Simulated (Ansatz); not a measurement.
Consider the cleavage of the Si–B bond: `C=NB(C)[SiH3]` + `BO[SiH2]S` → `BO[SiH2]S[SiH3]` + `C=NBC`.

Gas-phase electronic energies from Ansatz, PBE0-D4/def2-TZVP geometries. CBS: MP2 limit from def2 TZ/QZ plus the TZ coupled-cluster correction, frozen cores. DFT in def2-TZVPP. B3LYP here is the variant with VWN-RPA as its local correlation; programs differ in this. One conformer a species, not always the lowest.

`C=NB(C)[SiH3]`:

Cartesian coordinates in Å:
```
C 1.242 1.724 -1.221
N 0.547 0.836 -0.697
B -0.190 -0.125 -0.097
C -1.391 -0.841 -0.830
Si 0.343 -0.586 1.804
H 2.147 1.481 -1.784
H 0.975 2.780 -1.135
H -1.218 -1.921 -0.873
H -1.552 -0.477 -1.847
H -2.317 -0.705 -0.263
H 0.692 -2.032 1.919
H -0.791 -0.339 2.743
H 1.512 0.206 2.281
```

`BO[SiH2]S`:

Cartesian coordinates in Å:
```
B -0.261 1.796 0.376
O -0.465 0.473 0.553
Si -0.228 -0.813 -0.461
S 1.612 -1.799 -0.076
H 0.120 2.208 -0.689
H -0.477 2.527 1.300
H -1.369 -1.722 -0.230
H -0.138 -0.350 -1.866
H 1.206 -2.320 1.095
```

`BO[SiH2]S[SiH3]`:

```xyz
12

B     1.992    0.469   -0.904
O     0.827    0.325   -1.566
Si   -0.783    0.446   -1.227
S    -1.195    1.160    0.730
Si   -0.845   -0.682    1.767
H     3.005    0.275   -1.515
H     1.997    0.779    0.256
H    -1.354   -0.908   -1.412
H    -1.360    1.426   -2.170
H    -2.070   -1.521    1.769
H    -0.469   -0.333    3.157
H     0.256   -1.436    1.114
```

`C=NBC`:

Cartesian coordinates in Å:
```
C -0.040 -1.507 1.452
N 0.143 -0.827 0.432
B 0.345 -0.082 -0.687
C -0.197 1.389 -0.823
H -0.920 -2.149 1.563
H 0.670 -1.495 2.285
H 0.964 -0.612 -1.570
H 0.633 2.077 -1.013
H -0.742 1.740 0.054
H -0.856 1.465 -1.694
```

(1) Is it downhill or uphill in electronic energy at CCSD(T)/CBS, and by how much? (Best estimate.)

(2) What do these levels give: PBE-D4, r2SCAN-D4, PBE0-D4, B3LYP-D4, ωB97X-V, ωB97M-V, PBE, PBE0, HF/def2-TZVPP, MP2/def2-TZVPP, HF/CBS(def2), MP2/CBS(def2)? (An estimate is asked.)

Largest T1 diagnostic among the species: 0.015.

Answers

(1) Ansatz gave: Downhill: ΔE = -16.9 kcal/mol.

(2) The calculation gave: PBE-D4 -14.3, r2SCAN-D4 -16.1, PBE0-D4 -15.7, B3LYP-D4 -16.2, ωB97X-V -16.7, ωB97M-V -17.5, PBE -13.6, PBE0 -15.1, HF/def2-TZVPP -18.4, MP2/def2-TZVPP -17.8, HF/CBS(def2) -18.5, MP2/CBS(def2) -18.9 kcal/mol.

The D4 term adds −1.3 kcal/mol with B3LYP and −0.6 kcal/mol with PBE0; it sums over pairs of atoms, weighted by their polarisabilities, and B3LYP, whose exchange is more repulsive, gets the larger term. From PBE to PBE0 (25 % exact exchange), in def2-TZVPP and without D4, ΔE moves by −1.5 kcal/mol.
